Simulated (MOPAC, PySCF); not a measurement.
Breaking a bond: CH5Al, SMILES [CH3][AlH2]. The C1–Al5 bond (C1 also carries H, H, H; Al5 carries H, H) is pulled apart rigidly from the PBE0/def2-TZVP optimised geometry. Each curve is given relative to its own lowest point near equilibrium.

| R / Å | A | B | C | D |
|---|---|---|---|---|
| 1.46 | 91.3 | 97.4 | 232.8 | 91.3 |
| 1.57 | 45.8 | 49.1 | 130.2 | 45.8 |
| 1.68 | 19.7 | 21.2 | 64.7 | 19.7 |
| 1.77 | 7.9 | 8.5 | 31.4 | 7.9 |
| 1.83 | 3.4 | 3.6 | 17.0 | 3.4 |
| 1.91 | 0.5 | 0.5 | 5.4 | 0.5 |
| 1.95 | 0.0 | 0.0 | 2.2 | 0.0 |
| 2.02 | 0.5 | 0.6 | 0.0 | 0.5 |
| 2.06 | 1.3 | 1.5 | 0.3 | 1.3 |
| 2.15 | 4.4 | 5.0 | 4.1 | 4.4 |
| 2.26 | 9.6 | 11.0 | 12.4 | 9.6 |
| 2.43 | 19.3 | 22.4 | 28.1 | 19.3 |
| 2.60 | 29.7 | 34.8 | 43.4 | 29.7 |
| 2.96 | 50.7 | 60.7 | 71.1 | 50.7 |
| 3.22 | 63.6 | 77.5 | 87.6 | 63.6 |
| 3.55 | 77.0 | 96.1 | 104.9 | 76.7 |
| 3.91 | 88.1 | 113.0 | 119.4 | 84.3 |
| 4.34 | 97.6 | 129.2 | 131.7 | 88.5 |
| 4.73 | 103.4 | 140.8 | 139.5 | 90.1 |
| 5.24 | 108.2 | 152.6 | 146.7 | 91.1 |
| 5.80 | 111.3 | 162.3 | 152.2 | 91.4 |

Energies in kcal/mol.

Match the curves with the methods PM7, restricted, heats of formation (MOPAC); RHF/def2-TZVP (PySCF); PySCF 2.14.0 with restricted PBE/def2-TZVP; unrestricted PBE/def2-TZVP in PySCF.

A is RKS-PBE; B is RHF; C is PM7; D is UKS-PBE.

The unrestricted determinant behind UKS-PBE is spin-contaminated at 3.55 to 5.80 Å (<S²> up to 1.0, against 0.00 for a pure singlet). The restricted form behind RHF, PM7, RKS-PBE keeps the bonding electrons paired and can't separate into open-shell fragments. At the longest distance RKS-PBE leaves fractional charges on the fragments, a sign of delocalisation error or of the restricted form.
